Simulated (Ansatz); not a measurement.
`N#C[SiH]Cl` radical at its PBE0-D4/def2-TZVP geometry, where that method's forces vanish. Total charge 0; spin multiplicity 2.

```xyz
5

N    -0.1230    2.0704    0.9664
C    -0.0139    0.9914    0.5712
Si    0.1796   -0.7729    0.1083
Cl   -1.4554   -1.3652   -0.9483
H     1.4127   -0.9237   -0.6976
```

Problem. What forces (eV/Å) does PBE-D4/def2-TZVPP give on these atoms in the Gaussian-basis code of Ansatz? (Estimate.)

Solution. The calculation gave: 
```
N1  -0.158  1.530  0.565
C2   0.159 -1.434 -0.532
Si3  0.090  0.032  0.233
Cl4 -0.252 -0.105 -0.164
H5   0.161 -0.024 -0.102
```
